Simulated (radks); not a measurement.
Values are calculated unless marked as measured or tabulated.
Problem. These are the eigenvalues of the occupied orbitals of an atom or ion with whole-number occupations (hartree). Level of theory: scalar-relativistic Kohn-Sham, LDA (Slater exchange, Perdew-Wang correlation), spin-unpolarised, spherical densities, finite nucleus; Fermi nuclear charge, rms radius of each element as measured or else 0.836 A^(1/3) + 0.57 fm (a radial shooting solver on a logarithmic mesh with Libxc functionals).

1s: -77.18399
2s: -7.22761
2p: -5.44300
3s: -1.24993
3p: -0.89634

Which element is it, and in what charge state? The configuration may be excited.

Solution. Z = 15, phosphorus, charge +2: P2+ in [Ne] 3s2 3p1. The list shows which subshells hold electrons but not how many an open one holds; the 1s level, -77.184 hartree, gives Z - s = 12.4 by -(Z - s)^2/2, which with screening and relativity narrows Z to a few neighbours, and the depths of the outer levels then fix element, charge and occupations together.
